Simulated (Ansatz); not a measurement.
Consider the ligand exchange at a Ge–C bond: `FC[CH](F)[GeH3]` + `O[SiH](Cl)Cl` → `Cl[SiH](Cl)[O][GeH3]` + `FCCF`.

Program: Ansatz. Geometries: PBE0-D4/def2-TZVP. ΔE: electronic, gas phase. CBS: MP2 limit from def2 TZ/QZ plus the TZ coupled-cluster correction, frozen cores. This one scheme is used for every species. DFT in def2-TZVPP. For Ge outer-core shells are correlated without core-valence functions, which leaves a few kJ/mol of doubt a bond. Scalar relativity is left out up to krypton. One conformer a species, not always the lowest.

`FC[CH](F)[GeH3]`:

Cartesian coordinates in Å:
```
F 0.390 2.270 -1.222
C -0.288 1.200 -0.673
C 0.661 0.141 -0.207
F 1.269 -0.463 -1.301
Ge -0.244 -1.267 0.866
H -0.963 0.802 -1.437
H -0.876 1.572 0.174
H 1.453 0.600 0.395
H 0.771 -2.383 1.137
H -0.729 -0.656 2.191
H -1.442 -1.816 0.077
```

`O[SiH](Cl)Cl`:

Cartesian coordinates in Å:
```
O -0.047 -0.999 0.893
Si -0.260 0.177 -0.204
Cl 0.790 -0.208 -1.912
Cl 0.376 1.979 0.513
H 0.836 -1.188 1.214
H -1.694 0.239 -0.504
```

`Cl[SiH](Cl)[O][GeH3]`:

Cartesian coordinates in Å:
```
Cl -0.333 -2.578 0.036
Si -0.597 -0.857 1.115
Cl 0.956 -0.720 2.438
O -0.629 0.416 0.141
Ge 0.427 1.050 -1.161
H -1.855 -0.953 1.867
H 1.859 0.571 -0.890
H -0.124 0.501 -2.481
H 0.295 2.572 -1.066
```

`FCCF`:

```xyz
8

F     0.241    1.641    0.580
C     0.324    0.266    0.622
C    -0.356   -0.346   -0.563
F     0.367   -0.124   -1.714
H     1.382   -0.011    0.643
H    -0.161   -0.081    1.541
H    -0.443   -1.428   -0.413
H    -1.354    0.083   -0.697
```

```json
{"level": "ωB97X-V", "ΔE (eV)": "-0.77"}
{"level": "r2SCAN", "ΔE (eV)": "-0.70"}
{"level": "SCS-MP2/def2-TZVPP", "ΔE (eV)": "-0.84"}
{"level": "CCSD(T)/def2-TZVPP", "ΔE (eV)": "-0.76"}
```

Task: What does CCSD(T)/CBS give? (Best estimate.)

Result: Ansatz gave: -0.73 eV. The listed levels differ from it by -0.04, 0.03, -0.11, -0.03 eV.

Largest T1 diagnostic among the species: 0.012.

From PBE to PBE0 (25 % exact exchange), in def2-TZVPP and without D4, ΔE moves by −0.07 eV. In def2-TZVPP, CCSD(T) changes the Hartree–Fock value by +0.26 eV (the triples alone add +0.03 eV) and MP2 by +0.24 eV.
